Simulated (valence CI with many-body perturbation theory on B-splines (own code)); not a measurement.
Yb56+: key properties

Method: relativistic CI+MBPT: four valence electrons over a frozen Dirac-Fock core [Ne], radial functions for each j: 9 s, 9 p, 8 d, 6 f, 3 g, 1 h, with the one-electron correlation potential Σ1, the two-electron term Σ2, the three-electron term Σ3, Breit, model QED; selected CI, second order for the rest, scaled by the run's own slope (own B-spline code, finite nucleus).

The last digits are not significant, and no measured levels were compared; by estimate large intervals hold to a few tenths of a per cent, small ones and those within an open d or f shell to about a per cent.

Levels are named by their leading jj configuration (3d3/2^4 stands for four electrons in 3d with j = 3/2), which in mixed levels can hold well under half, so a name can repeat and another be missing.

Rates and lifetimes use the calculated energies. Strong lines usually hold to 10 to 20 %, long lifetimes can be off by a factor of two.

**Question.** What is the ground level?

**Answer.** (3s^2 3p1/2^2) J=0, composition 69 % 3s2 3p2 3P + 30 % 3s2 3p2 1S.

**Question.** Where does the other parity begin?

**Answer.** At (3s 3p1/2^2 3p3/2) J=2, 419.07 eV.

**Question.** What is the ionisation energy?

**Answer.** 5732.2 eV; NIST lists 5731 ± 5 eV (theoretical).

**Question.** Name the longest-lived excited levels whose lifetime is computed, and their main decay.

**Answer.** (3s^2 3p1/2 3p3/2) J=2 at 273.79 eV lives 630 ns, mostly by E2 to (3s^2 3p1/2^2) J=0; (3s^2 3p1/2 3p3/2) J=1 at 265.01 eV lives 8.38 ns, mostly by M1 to (3s^2 3p1/2^2) J=0; (3s^2 3p3/2 3d5/2) J=4 at 810.06 eV lives 6.08 ns, mostly by M1 to (3s^2 3p1/2 3d5/2) J=3.

**Question.** How well does LS coupling describe the low levels?

**Answer.** Among the lowest 20 levels the leading LS term, summed over configurations, holds 58 % on average. For single configurations the figures are 55 % in LS and 93 % in jj coupling. Terms mix most in the J = 2 level at 716.88 eV, where the leading one holds 28 %.
